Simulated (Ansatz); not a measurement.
`C[NH][GeH2][F]` and `[NH2][GeH2][F]` differ in one atom or group.

Ansatz, PBE0-D4/def2-TZVP geometries, multiplicity 1. Each molecule was computed in one conformer, which needn't be the lowest.

Scalar relativity is left out up to krypton.

```
                                                                                  property  `C[NH][GeH2][F]`
                                        size of the dipole moment (ωB97M-V/def2-TZVPP) / D              2.05
                                                     HOMO–LUMO gap (B3LYP/def2-TZVPP) / eV              7.34
                                                         HOMO energy (PBE/def2-TZVPP) / eV             -5.79
ideal-gas entropy at 298 K and 1 bar (rigid rotor, harmonic PBE0-D4/def2-TZVP) / J/(mol·K)               331
                                          size of the dipole moment (B3LYP/def2-TZVPP) / D              2.09
                                                     HOMO energy (ωB97M-V/def2-TZVPP) / eV             -9.56
```

(1) What does the change do to each property? (Best estimate.)

Results:

(1) Ansatz gave: 
| property | `[NH2][GeH2][F]` | shift |
| --- | --- | --- |
| size of the dipole moment (ωB97M-V/def2-TZVPP) / D | 1.69 | -0.36 |
| HOMO–LUMO gap (B3LYP/def2-TZVPP) / eV | 7.97 | 0.63 |
| HOMO energy (PBE/def2-TZVPP) / eV | -6.54 | -0.75 |
| ideal-gas entropy at 298 K and 1 bar (rigid rotor, harmonic PBE0-D4/def2-TZVP) / J/(mol·K) | 295 | -36 |
| size of the dipole moment (B3LYP/def2-TZVPP) / D | 1.71 | -0.38 |
| HOMO energy (ωB97M-V/def2-TZVPP) / eV | -10.47 | -0.91 |

With PBE0 the HOMO falls by 0.85 eV and the LUMO falls by 0.16 eV, so the gap widens by about 0.69 eV. PBE moves the HOMO by -0.75 eV and ωB97M-V by -0.91 eV. The zero-point energy changes by -74.8 kJ/mol with -9 modes. Dipoles are sizes alone; their direction can turn.

B3LYP here is the variant with VWN-RPA as its local correlation; programs differ in this.
